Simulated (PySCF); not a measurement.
Simulated N 1s region for `n1[nH]nc(c1F)C#C`, binding energy against the vacuum level.

Every computed line was given a Gaussian of 1.0 eV full width at half maximum and an area set by the number of equivalent atoms; the highest printed point is 100. Method: delta-SCF UKS SCAN, pcX-2 on the ionised atom, pcseg-1 elsewhere, spin-free X2C (PySCF 2.14.0).

binding energy (eV), intensity and a bar:
```
    404.8          0 
    404.9          0 
    405.0          1 
    405.1          2 #
    405.2          3 #
    405.3          6 ##
    405.4         10 ###
    405.5         16 #####
    405.6         25 #######
    405.7         35 ###########
    405.8         48 ##############
    405.9         62 ###################
    406.0         76 #######################
    406.1         87 ##########################
    406.2         96 #############################
    406.3        100 ##############################
    406.4         99 ##############################
    406.5         93 ############################
    406.6         82 #########################
    406.7         69 #####################
    406.8         55 #################
    406.9         42 #############
    407.0         30 #########
    407.1         21 ######
    407.2         14 ####
    407.3          9 ###
    407.4          7 ##
    407.5          6 ##
    407.6          8 ##
    407.7         11 ###
    407.8         15 ####
    407.9         21 ######
    408.0         28 ########
    408.1         35 ###########
    408.2         42 #############
    408.3         47 ##############
    408.4         51 ###############
    408.5         51 ###############
    408.6         49 ###############
    408.7         44 #############
    408.8         38 ###########
    408.9         31 #########
    409.0         23 #######
    409.1         17 #####
    409.2         12 ###
    409.3          8 ##
    409.4          5 #
    409.5          3 #
    409.6          1 
    409.7          1 
    409.8          0 
    409.9          0
```

Task: How many maxima does the curve show, and how many computed lines lie under it?

Result: The curve has 2 maxima (at 406.3 and 408.5 eV). Under it lie 3 lines from 3 inequivalent nitrogen sites. At this width some lines have no maximum of their own.

Task: Decompose the envelope and assign each component. Numbering: `[CH:1]#[C:2][c:3]1[n:4][nH:5][n:6][c:7]1[F:8]`.

Result: 
| position (eV) | relative area | line | atoms | environment |
| --- | --- | --- | --- | --- |
| 406.24 | 1 | N 1s | N4 | pyridine-type nitrogen |
| 406.42 | 1 | N 1s | N6 | pyridine-type nitrogen |
| 408.47 | 1 | N 1s | N5 | pyrrole-type nitrogen |

Task: What are the centre and the root-mean-square width of the whole band?

Result: The area-weighted mean of the lines is 407.04 eV. Their own spread about it is 1.01 eV (rms) and each Gaussian has σ = 1.0/2.355 = 0.42 eV; the variances add, which gives 1.10 eV.

Lowest listed N 1s: N4, bonded to N (aromatic in the SMILES) and C (aromatic in the SMILES). Highest, 2.23 eV above it: N5, bonded to 2 N (aromatic in the SMILES) and H. The widest gap between neighbouring values is 2.05 eV, between 406.42 and 408.47 eV.

The curve has no shake-up lines and no vibrational structure. Isolated species at its GFN2-xTB geometry, gas phase.
